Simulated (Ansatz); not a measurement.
A nudged elastic band was laid between two geometries of CH₆FNOSSi (12 atoms, charge 0, multiplicity 1).

These are results of RKS BLYP/STO-3G (Ansatz 0.2.0), not measurements.

```json
{"movable images": "7", "climbing image": "yes", "spring": "5.0 eV/Å²", "optimiser": "quadratic models (default)", "start path": "through a guess of the saddle point", "force threshold": "0.05 eV/Å", "iteration limit": "45", "end points": "relaxed"}
```

First end point:

```xyz
12
Properties=species:S:1:pos:R:3
N -0.805 -0.687 -1.061
C 0.072 -0.662 0.270
F 1.006 -1.730 0.217
S -1.169 -0.899 1.672
Si 0.854 1.144 0.135
O -0.157 1.908 -1.025
H -0.207 -1.255 -1.749
H -1.638 -1.340 -0.883
H -0.317 -0.403 2.632
H 2.259 1.009 -0.274
H 0.859 1.824 1.431
H -0.683 1.035 -1.331
```

Last end point:

```xyz
12
Properties=species:S:1:pos:R:3
N -0.804 -0.644 -0.852
C 0.191 -0.482 0.398
F 1.107 -1.563 0.353
S -0.793 -0.477 1.996
Si 0.948 1.299 0.014
O -0.086 1.900 -1.219
H -0.317 -1.374 -1.474
H -1.672 -1.169 -0.501
H -1.174 -1.798 1.873
H 2.346 1.118 -0.396
H 0.966 2.137 1.215
H -0.635 1.000 -1.373
```

(1) What changes between the two ends?

(2) What energy profile does the band end with?

(3) What is the geometry of the highest image?

(4) What are the harmonic wavenumbers there?

The band took 14 iterations and roughly 4 core-minutes.

## Answers

(1) No bond is made or broken. The dihedral F3–C2–S4–H9 goes from 82 to -51°.

(2) It converged. The highest image is number 5 of 0 to 8, 0.126 eV above the first end and 0.154 eV above the last; the last end lies 0.028 eV below the first. A vibrational analysis at the climbing image gives one clearly imaginary mode, 236i cm⁻¹: a first-order saddle point. Limits of this set-up: minimal basis.

```
image  path coordinate (Å)  energy (eV)  dihedral F3–C2–S4–H9 (°)
    0                 0.00        0.000                        82
    1                 0.65        0.014                       117
    2                 1.30        0.029                       149
    3                 1.95        0.041                       171
    4                 2.59        0.082                      -161
    5                 3.24        0.126                      -126
    6                 3.92        0.046                       -89
    7                 4.60       -0.019                       -61
    8                 5.28       -0.028                       -51
```

(3) 
```xyz
12
Properties=species:S:1:pos:R:3
N -0.810 -0.667 -0.788
C 0.273 -0.650 0.374
F 1.148 -1.757 0.240
S -0.659 -0.775 2.032
Si 1.062 1.125 0.065
O -0.234 1.986 -0.679
H -0.264 -1.048 -1.633
H -1.480 -1.482 -0.578
H -1.897 -0.660 1.444
H 2.246 0.960 -0.790
H 1.509 1.767 1.299
H -0.816 1.145 -0.952
```

(4) 236i, 66, 177, 262, 281, 311, 358, 375, 416, 526, 606, 674, 791, 805, 815, 844, 904, 985, 1110, 1113, 1209, 1274, 1453, 1773, 2474, 2550, 2821, 3233, 3293, 3476 cm⁻¹.

Run time: 4.4 min on 1 thread of Arm Neoverse V2 (shared host), peak memory 0.1 GiB.
